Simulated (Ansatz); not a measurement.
CH$_{7}$BOSi (`COB[SiH3]`). Total charge 0; spin multiplicity 1. The geometry is a stationary point of PBE0-D4/def2-TZVP. It is one conformer, not always the lowest.

```xyz
11

C     1.368   -0.503    1.554
O     0.332   -0.592    0.593
B    -0.002    0.433   -0.205
Si   -1.504    0.192   -1.542
H     2.117   -1.265    1.333
H     0.947   -0.700    2.542
H     1.832    0.487    1.541
H     0.604    1.473   -0.101
H    -2.586    1.182   -1.271
H    -1.006    0.464   -2.922
H    -2.103   -1.171   -1.522
```

Q: What is the dipole moment at r2SCAN/def2-TZVPP? (Estimate.)

A: Ansatz gave: 2.37 D, with components (1.69, -0.05, 1.66) D in this frame, pointing from negative to positive charge.

Q: And with PBE, B3LYP, ωB97M-V? (Best estimate.)

A: The calculation gave: PBE 2.39 D, B3LYP 2.38 D, ωB97M-V 2.39 D.

Q: Give the Mulliken charges with r2SCAN, B3LYP, ωB97M-V in def2-TZVPP. (Best estimate.)

A: Computed: 
```json
{"atom": "C1", "r2SCAN": "0.02", "B3LYP": "-0.10", "ωB97M-V": "-0.14"}
{"atom": "O2", "r2SCAN": "-0.24", "B3LYP": "-0.23", "ωB97M-V": "-0.22"}
{"atom": "B3", "r2SCAN": "0.16", "B3LYP": "0.15", "ωB97M-V": "0.08"}
{"atom": "Si4", "r2SCAN": "0.16", "B3LYP": "0.11", "ωB97M-V": "0.02"}
{"atom": "H5", "r2SCAN": "0.07", "B3LYP": "0.11", "ωB97M-V": "0.13"}
{"atom": "H6", "r2SCAN": "0.07", "B3LYP": "0.11", "ωB97M-V": "0.13"}
{"atom": "H7", "r2SCAN": "0.05", "B3LYP": "0.08", "ωB97M-V": "0.09"}
{"atom": "H8", "r2SCAN": "-0.05", "B3LYP": "-0.02", "ωB97M-V": "0.03"}
{"atom": "H9", "r2SCAN": "-0.08", "B3LYP": "-0.08", "ωB97M-V": "-0.04"}
{"atom": "H10", "r2SCAN": "-0.08", "B3LYP": "-0.08", "ωB97M-V": "-0.04"}
{"atom": "H11", "r2SCAN": "-0.08", "B3LYP": "-0.08", "ωB97M-V": "-0.04"}
```

B3LYP here is the variant with VWN-RPA as its local correlation; programs differ in this.
